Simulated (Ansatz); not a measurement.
Benzoate (C₇H₅O₂⁻), relaxed as a singlet with RKS PBE-D4/def2-SVPD in Ansatz, starting from the GFN2-xTB geometry. Force threshold 0.02 eV/Å.

Start:

```xyz
14

O     3.0573   -0.8017    0.0716
C     2.0569   -1.1491   -0.5730
O     1.9558   -1.9998   -1.4690
C     0.7308   -0.4059   -0.2033
C     0.7167    0.5675    0.7866
C    -0.4550    1.2270    1.1128
C    -1.6331    0.9112    0.4545
C    -1.6311   -0.0621   -0.5322
C    -0.4542   -0.7118   -0.8588
H     1.6479    0.7909    1.2898
H    -0.4582    1.9911    1.8832
H    -2.5535    1.4245    0.7102
H    -2.5551   -0.3109   -1.0437
H    -0.4251   -1.4709   -1.6287
```

(1) Estimate the energy that the relaxation releases and the steps that it takes.

(2) Does the start keep its bonding and symmetry?

(3) Predict the relaxed structure.

Results:

(1) 12.8 kJ/mol, in 5 steps; 14 s on 4 threads of Arm Neoverse V2 on a shared host. No frequencies were taken in this run, so the end may be a saddle point.

(2) By distances, no bond broke or formed. The bond that changes most is C2–O3, from 1.24 to 1.26 Å (atoms count from 1). Point group C2v at the start, C2v at the end, both within 0.05 Å.

(3) 
```xyz
14

O     3.085   -0.798    0.082
C     2.065   -1.153   -0.575
O     1.966   -2.022   -1.487
C     0.747   -0.417   -0.208
C     0.729    0.573    0.793
C    -0.460    1.240    1.128
C    -1.658    0.925    0.462
C    -1.651   -0.062   -0.540
C    -0.458   -0.724   -0.869
H     1.685    0.792    1.292
H    -0.458    2.013    1.914
H    -2.592    1.447    0.722
H    -2.586   -0.314   -1.067
H    -0.412   -1.501   -1.647
```
Bond lengths: 7 × C–C 1.40 to 1.55 Å; 2 × C–O 1.26 Å; 5 × C–H 1.10 Å.
